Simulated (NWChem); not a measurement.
System: CaCl2; SMILES [Cl][Ca][Cl]

Excerpt of the output:

```
             Northwest Computational Chemistry Package (NWChem) 7.3.0
             --------------------------------------------------------

 D2H symmetry detected

                             Geometry "geometry" -> ""
                             -------------------------

 Output coordinates in angstroms (scale by  1.889725989 to convert to a.u.)

  No.       Tag          Charge          X              Y              Z
 ---- ---------------- ---------- -------------- -------------- --------------
    1 Ca                  20.0000     0.00000000     0.00000000     0.00000000
    2 Cl                  17.0000     0.00000000     2.45537900     0.00000000
    3 Cl                  17.0000     0.00000000    -2.45537900     0.00000000

 Effective nuclear repulsion energy (a.u.)     177.6942141316

      Symmetry information
      --------------------

 Group name             D2h
 Group number             26
 Group order               8
 No. of unique centers     2

                                 NWChem DFT Module
                                 -----------------

 Summary of "ao basis" -> "ao basis" (spherical)
 ------------------------------------------------------------------------------
       Tag                 Description            Shells   Functions and Types
 ---------------- ------------------------------  ------  ---------------------
 Ca                          6-31g*                 10       22   5s4p1d
 Cl                          6-31g*                  8       18   4s3p1d

      Symmetry analysis of basis
      --------------------------

        ag         16
        au          1
        b1g         5
        b1u         8
        b2g         2
        b2u        13
        b3g         5
        b3u         8

            General Information
            -------------------
          SCF calculation type: DFT
          Wavefunction type:  closed shell.
          No. of atoms     :     3
          No. of electrons :    54
           Alpha electrons :    27
            Beta electrons :    27
          Charge           :     0
          Spin multiplicity:     1
          Use of symmetry is: on ; symmetry adaption is: on
          Maximum number of iterations: 200
          AO basis - number of functions:    58
                     number of shells:    26
          Convergence on energy requested:  1.00D-06
          Convergence on density requested:  1.00D-05
          Convergence on gradient requested:  5.00D-04

              XC Information
              --------------
                  TPSS metaGGA Exchange Functional  1.000
             TPSS03 metaGGA Correlation Functional  1.000

             Grid Information
             ----------------
          Grid used for XC integration:  medium
          Radial quadrature: Mura-Knowles
          Angular quadrature: Lebedev.
          Tag              B.-S. Rad. Rad. Pts. Rad. Cut. Ang. Pts.
          ---              ---------- --------- --------- ---------
          Ca                  1.80      112          10.0       590
          Cl                  1.00       88          12.0       590
          Grid pruning is: on
          Number of quadrature shells:   200
          Spatial weights used:  Erf1

      Superposition of Atomic Density Guess
      -------------------------------------

 Sum of atomic energies:       -1595.60908850

      Non-variational initial energy
      ------------------------------

 Total energy =   -1595.742415
 1-e energy   =   -2550.517328
 2-e energy   =     777.080699
 HOMO         =      -0.462889
 LUMO         =      -0.106837

      Symmetry analysis of molecular orbitals - initial
      -------------------------------------------------

 !! scf_movecs_sym_adapt:   26 vectors were symmetry contaminated

  Symmetry fudging

 !! scf_movecs_sym_adapt:   26 vectors were symmetry contaminated

  Numbering of irreducible representations:

     1 ag          2 au          3 b1g         4 b1u         5 b2g
     6 b2u         7 b3g         8 b3u

  Orbital symmetries:

     1 ag          2 b2u         3 ag          4 ag          5 b2u
     6 b1u         7 b3u         8 ag          9 b2u        10 ag
    11 b2u        12 b1u        13 b3u        14 b3g        15 b1g
    16 ag         17 b2u        18 b3u        19 b1u        20 ag
    21 b2u        22 ag         23 b3g        24 b1g        25 b3u
    26 b1u        27 b2u        28 ag         29 b3u        30 b1u
    31 b2u        32 ag         33 b1u        34 b3u        35 b3g
    36 b1g        37 ag

 !! scf_movecs_sym_adapt:    6 vectors were symmetry contaminated

  Symmetry fudging

 !! scf_movecs_sym_adapt:    4 vectors were symmetry contaminated

   convergence    iter        energy       DeltaE   RMS-Dens  Diis-err
 ---------------- ----- ----------------- --------- --------- ---------
 d= 0,ls=0.0,diis     1  -1598.0574053583 -1.78D+03  2.44D-02  3.56D-01

 !! scf_movecs_sym_adapt:    8 vectors were symmetry contaminated

  Symmetry fudging

 !! scf_movecs_sym_adapt:    2 vectors were symmetry contaminated

 d= 0,ls=0.0,diis     2  -1598.0318884591  2.55D-02  1.48D-02  4.28D-01

 !! scf_movecs_sym_adapt:    6 vectors were symmetry contaminated

  Symmetry fudging
 d= 0,ls=0.0,diis     3  -1598.1056217297 -7.37D-02  2.04D-03  1.14D-02

 !! scf_movecs_sym_adapt:    6 vectors were symmetry contaminated

  Symmetry fudging

 !! scf_movecs_sym_adapt:    2 vectors were symmetry contaminated

 d= 0,ls=0.0,diis     4  -1598.1076697185 -2.05D-03  2.70D-04  1.62D-04

 !! scf_movecs_sym_adapt:    6 vectors were symmetry contaminated

  Symmetry fudging

 !! scf_movecs_sym_adapt:    6 vectors were symmetry contaminated

 d= 0,ls=0.0,diis     5  -1598.1076931622 -2.34D-05  2.70D-05  4.20D-06

 !! scf_movecs_sym_adapt:   18 vectors were symmetry contaminated

  Symmetry fudging

 !! scf_movecs_sym_adapt:    8 vectors were symmetry contaminated

 d= 0,ls=0.0,diis     6  -1598.1076937195 -5.57D-07  6.45D-06  4.46D-08

         Total DFT energy =    -1598.107693719530
      One electron energy =    -2554.360022811177
           Coulomb energy =      871.407321034194
    Exchange-Corr. energy =      -92.849206074154
 Nuclear repulsion energy =      177.694214131607

 Numeric. integr. density =       53.999999882357

                  Occupations of the irreducible representations
                  ----------------------------------------------

                     irrep           alpha         beta
                     --------     --------     --------
                     ag                8.0          8.0
                     au                0.0          0.0
                     b1g               2.0          2.0
                     b1u               4.0          4.0
                     b2g               0.0          0.0
                     b2u               7.0          7.0
                     b3g               2.0          2.0
                     b3u               4.0          4.0

                       DFT Final Molecular Orbital Analysis
                       ------------------------------------

 Vector   25  Occ=2.000000D+00  E=-2.575175D-01  Symmetry=b3g
              MO Center= -3.7D-31,  5.3D-17,  8.5D-21, r^2= 6.9D+00
   Bfn.  Coefficient  Atom+Function         Bfn.  Coefficient  Atom+Function
  ----- ------------  ---------------      ----- ------------  ---------------
    31      0.483093  2 Cl pz                49     -0.483093  3 Cl pz
    35      0.292330  2 Cl pz                53     -0.292330  3 Cl pz
    27     -0.192599  2 Cl pz                45      0.192599  3 Cl pz
    19      0.112518  1 Ca d -1

 Vector   26  Occ=2.000000D+00  E=-2.547803D-01  Symmetry=b1u
              MO Center=  4.5D-33, -4.8D-16, -4.2D-18, r^2= 7.1D+00
   Bfn.  Coefficient  Atom+Function         Bfn.  Coefficient  Atom+Function
  ----- ------------  ---------------      ----- ------------  ---------------
    31      0.484300  2 Cl pz                49      0.484300  3 Cl pz
    35      0.288376  2 Cl pz                53      0.288376  3 Cl pz
    27     -0.192733  2 Cl pz                45     -0.192733  3 Cl pz
    13      0.107966  1 Ca pz                 9     -0.040995  1 Ca pz
     5      0.026593  1 Ca pz

 Vector   27  Occ=2.000000D+00  E=-2.547803D-01  Symmetry=b3u
              MO Center= -4.3D-18, -1.6D-16,  6.0D-33, r^2= 7.1D+00
   Bfn.  Coefficient  Atom+Function         Bfn.  Coefficient  Atom+Function
  ----- ------------  ---------------      ----- ------------  ---------------
    29      0.484300  2 Cl px                47      0.484300  3 Cl px
    33      0.288376  2 Cl px                51      0.288376  3 Cl px
    25     -0.192733  2 Cl px                43     -0.192733  3 Cl px
    11      0.107966  1 Ca px                 7     -0.040995  1 Ca px
     3      0.026593  1 Ca px

 Vector   28  Occ=0.000000D+00  E=-9.098346D-02  Symmetry=ag
              MO Center= -1.6D-16, -7.8D-14, -1.5D-16, r^2= 6.3D+00
   Bfn.  Coefficient  Atom+Function         Bfn.  Coefficient  Atom+Function
  ----- ------------  ---------------      ----- ------------  ---------------
    14      0.647526  1 Ca s                 10      0.505301  1 Ca s
     6      0.268669  1 Ca s                 22      0.176504  1 Ca d  2
    32     -0.169830  2 Cl s                 50     -0.169830  3 Cl s
    30      0.141746  2 Cl py                48     -0.141746  3 Cl py
    20      0.101904  1 Ca d  0              28     -0.099624  2 Cl s

[...]

                         DFT ENERGY GRADIENTS

    atom               coordinates                        gradient
                 x          y          z           x          y          z
   1 Ca      0.000000   0.000000   0.000000    0.000000   0.000000   0.000000
   2 Cl      0.000000   4.639994   0.000000    0.000000  -0.018957   0.000000
   3 Cl      0.000000  -4.639994   0.000000    0.000000   0.018957  -0.000000
```

Level: TPSS/6-31G* (spherical d). The geometry was optimised at PBE0-D3(BJ)/def2-TZVP.

Question: Reconstruct the input file.

Answer: One answer among several that fit: the input that was run:
```
start job
memory heap 200 mb stack 900 mb global 1100 mb
geometry units angstroms noautoz
  Ca     0.000000     0.000000    -0.045753
  Cl     2.455379     0.000000    -0.047730
  Cl    -2.455379     0.000000    -0.047730
end
basis spherical
  * library 6-31g*
end
dft
  xc xtpss03 ctpss03
  iterations 200
  convergence diis 20
end
task dft gradient
```
